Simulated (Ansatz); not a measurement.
An input meant for SiBrCl3 (charge 0, singlet; atoms displaced at random, 0.15 Å in each coordinate).

```yaml
crystal:
  periodic: [false, false, false]
  atoms:
    - {symbol: Si, position_ang: [0.168444, -0.146314, 0.148753]}
    - {symbol: Br, position_ang: [0.016176, 0.217972, 1.890837]}
    - {symbol: Cl, position_ang: [1.860470, 0.098407, -0.772515]}
    - {symbol: Cl, position_ang: [-0.823686, 1.627840, -0.705192]}
    - {symbol: Cl, position_ang: [-1.044703, -1.714571, -0.920325]}
basis:
  gaussian: {orbitals: ANO-RCC-VTZP}
magnetization: {spin_polarized: true, initial_magnetization: 1}
hamiltonian: {xc: {name: r2SCAN50}, dispersion: d4}
scf: {lower_state_search: off}
```

```sh
$ ansatz run in.yaml --threads 4 --pin off --events-out ev --progress --plain --max-ram 3916MiB
```

Problem. Predict how Ansatz answers.

Solution. The program refused the input. The number of unpaired electrons doesn't fit the electron count.
```
Error: a molecule whose nuclei and cores have a total charge of 100 cannot have a net charge of 0 together with 1 unpaired electrons
```
